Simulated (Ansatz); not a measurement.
`C[O][InH][CH3]` + HBr → `C[O][InH][Br]` + CH₄  (ligand exchange at the In–C bond)

Computed with Ansatz on PBE0-D4/def2-TZVP structures; ΔE is electronic, products minus reactants. CBS: MP2 limit from def2 TZ/QZ plus the TZ coupled-cluster correction, frozen cores. This one scheme is used for every species. Functionals use def2-TZVPP. Elements past krypton have def2 core potentials. For Br, In outer-core shells are correlated without core-valence functions, which leaves a few kJ/mol of doubt a bond. Scalar relativity is left out up to krypton. Each species was taken in one conformer, which may not be the lowest.

Question: Is it downhill or uphill in electronic energy at CCSD(T)/CBS, and by how much? (An estimate is asked.)

Answer: The calculation gave: Downhill: ΔE = -166.5 kJ/mol.

Question: What do these levels give: LDA (SPW92), B97M-V, B2PLYP, PBE-QIDH, BLYP, r2SCAN0, CAM-B3LYP, LC-ωPBE, RPA@PBE/def2-TZVPP, HF/def2-SVP, HF/def2-QZVPP, MP2/def2-QZVPP? (An estimate is asked.)

Answer: The calculation gave: LDA (SPW92) -154.0, B97M-V -171.9, B2PLYP -168.2, PBE-QIDH -169.3, BLYP -164.1, r2SCAN0 -173.0, CAM-B3LYP -166.4, LC-ωPBE -163.8, RPA@PBE/def2-TZVPP -151.9, HF/def2-SVP -189.7, HF/def2-QZVPP -190.3, MP2/def2-QZVPP -165.8 kJ/mol.

Largest T1 diagnostic among the species: 0.015.

From PBE to PBE0 (25 % exact exchange), in def2-TZVPP and without D4, ΔE moves by −5.7 kJ/mol. In def2-TZVPP, CCSD(T) changes the Hartree–Fock value by +31.3 kJ/mol (the triples alone add +1.9 kJ/mol) and MP2 by +28.9 kJ/mol. Leaving LDA and LC-ωPBE aside and taking each functional with its dispersion term where it has one, the values, not all of them listed here, spread over 18.5 kJ/mol, from BHLYP-D4 to revPBE-D4. LDA lies +7.3 kJ/mol from PBE without D4.
